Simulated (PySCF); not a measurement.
# One molecule, several mistakes: BC2H6O

These are calculations, not measurements. They come from PySCF 2.14.0, an open-source quantum chemistry program, on an isolated molecule that a program drew, which may never have been made. The molecule is BC2H6O (charge 0, doublet), drawn as the SMILES string `[CH2]OBC`.

Each row is a Hartree-Fock (HF) and frozen-core CCSD(T) single point in the cc-pVDZ basis, meant for a local HF minimum. Run 1 is clean. Each other run has one planted mistake out of seven kinds, and not every kind appears here: one electron removed, one electron added, multiplicity raised by two, geometry at a saddle point, minimal basis STO-3G, one bond length entered in bohr, all coordinates scaled. The reference is restricted for singlets and unrestricted otherwise, and also for a bond in bohr. Adding or removing an electron swaps singlet and doublet. Electrons count all cores. HOMO and LUMO are orbital energies over both spins, the gradient is its largest component, and the lowest frequency (negative if imaginary) is given only where the gradient is small. Bond lengths are over the 9 bonds as drawn. T1 is the CCSD diagnostic: over 0.02 (restricted) or 0.045 (unrestricted) a single reference is doubtful.

Geometry of the clean run:
```xyz
10
BC2H6O, angstrom
C     0.5494    2.5113   -1.2892
O     1.1324    2.7874   -0.0932
B     1.1551    1.9517    0.9795
C     0.4983    0.5140    0.9872
H    -0.3137    1.8575   -1.3008
H     0.6372    3.3102   -2.0112
H     1.7021    2.4097    1.9463
H     0.8569   -0.0911    1.8217
H     0.6650   -0.0380    0.0579
H    -0.5889    0.6148    1.1071
```

| run | electrons | basis functions | <S^2> | HOMO (eV) | LUMO (eV) | gradient (hartree/bohr) | lowest frequency (cm^-1) | mean bond (Å) | longest bond (Å) | T1 | HF (hartree) | CCSD(T) (hartree) | mistake |
|---|---|---|---|---|---|---|---|---|---|---|---|---|---|
| 1 | 31 | 86 | 0.760 | -9.56 | 3.26 | 7.1e-06 | 52 | 1.2164 | 1.581 | 0.0165 | -178.77979 | -179.37116 | no fault |
| 2 | 32 | 86 | 0.000 | 0.64 | 9.33 | 7.3e-02 | - | 1.2164 | 1.581 | 0.0330 | -178.69253 | -179.33919 | one electron added |
| 3 | 30 | 86 | 0.000 | -17.60 | -6.39 | 1.7e-01 | - | 1.2164 | 1.581 | 0.0218 | -178.48731 | -179.07337 | one electron removed |
| 4 | 31 | 86 | 1.586 | -10.87 | 2.62 | 2.1e-02 | - | 1.3507 | 2.568 | 0.0329 | -178.66204 | -179.22347 | one bond length entered in bohr |
| 5 | 31 | 86 | 0.758 | -9.24 | 3.43 | 5.7e-02 | - | 1.1532 | 1.498 | 0.0153 | -178.75122 | -179.33282 | ? |

**Which mistake was planted in run 5, and what did it cost?**

The mean and the longest bond both change by the same factor, 0.948, and the gradient is no longer small. So the mistake is: all coordinates scaled. Subtracting run 1 and multiplying by 627.51 kcal/mol a hartree, the energy moved by 17.9 kcal/mol in HF and 24.1 kcal/mol in CCSD(T).

Cautions from the logs. Run 2: T1 is over the limit, so its CCSD(T) energy is less reliable and the HOMO is above zero, so the electron isn't bound and the energy depends on the basis; run 3: T1 is over the limit, so its CCSD(T) energy is less reliable.
